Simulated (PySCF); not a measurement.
A geometry optimisation on `[SiH3][S][GaH-]1[Cl+][GaH2-][Cl+]1`.

Computed with PBE0-D3(BJ)/def2-SVP geometry optimisation, gas phase (PySCF 2.14.0). Start geometry: GFN2-xTB. The input is one job of a driver script: a line of settings, then coordinates in Å.

Input:
```
{"job": {"xc": "PBE0", "basis": "def2-SVP", "d3": "d3bj", "grid": 1, "kind": "geom"}, "charge": 0, "multiplicity": 1}
Si    -2.729195     0.779309    -0.170068
S     -1.370201    -0.492249    -1.292176
Ga    -0.097238    -0.862037     0.464167
Cl     1.854565    -1.943762    -0.080555
Ga     3.093638    -0.132803     0.514754
Cl     1.205143     0.960992     1.126210
H     -3.144331     0.078189     1.052060
H     -3.810630     0.956627    -1.127674
H     -2.038162     2.031285     0.157512
H     -0.572113    -1.449345     1.820533
H      3.692476     0.539779    -0.744328
H      3.917246    -0.466671     1.782976
```

**Question.** Estimate the output.

**Answer.** 
```
step   0  E = -5459.51560328  max force = 0.026660
step   1  E = -5459.52453290  max force = 0.003949
step   2  E = -5459.52485996  max force = 0.002635
step   3  E = -5459.52505750  max force = 0.001232
step   4  E = -5459.52508584  max force = 0.001157
step   5  E = -5459.52507032  max force = 0.001873
step   6  E = -5459.52514257  max force = 0.001520
step   7  E = -5459.52522075  max force = 0.000956
step   8  E = -5459.52523480  max force = 0.000580
step   9  E = -5459.52525402  max force = 0.000979
step  10  E = -5459.52526177  max force = 0.001570
step  11  E = -5459.52487295  max force = 0.005849
step  12  E = -5459.52522180  max force = 0.003486
step  13  E = -5459.52524704  max force = 0.003580
step  14  E = -5459.52544140  max force = 0.001637
step  15  E = -5459.52547168  max force = 0.001070
step  16  E = -5459.52548979  max force = 0.001045
step  17  E = -5459.52549509  max force = 0.000662
step  18  E = -5459.52549805  max force = 0.000256
optimisation converged
```

Energies in Eh; «max force» is the largest Cartesian gradient component in Eh/bohr.

**Question.** Give the first gradient maximum in eV/Å.

**Answer.** With 1 Eh/bohr = 51.422 eV/Å, 1.371 eV/Å.

Summary of the converged run: final energy -5459.52550 Eh after 18 steps; dipole 1.08 D.

**Question.** Where do the atoms end?

**Answer.** 0.232 Å rms from the input after alignment:
```
atom  x, y, z in Å
Si1   -2.8295    0.5937    0.0939
S2    -1.2774   -0.4158   -0.9999
Ga3    0.0471   -0.8506    0.7170
Cl4    1.8837   -1.9236   -0.2549
Ga5    3.2031    0.0584    0.0077
Cl6    1.3660    1.0785    1.1117
H7    -3.2648   -0.2068    1.2792
H8    -3.9741    0.7675   -0.8440
H9    -2.3736    1.9313    0.5784
H10   -0.3055   -1.4566    2.1010
H11    3.2832    0.6954   -1.4045
H12    4.2386   -0.2757    1.1159
```

**Question.** Estimate the wall time. Hardware: an x86-64 server with one thread, no GPU, shared host.

**Answer.** About 3.8 min.
Labels such as C1 count atoms from 1, the log's own numbers from 0.
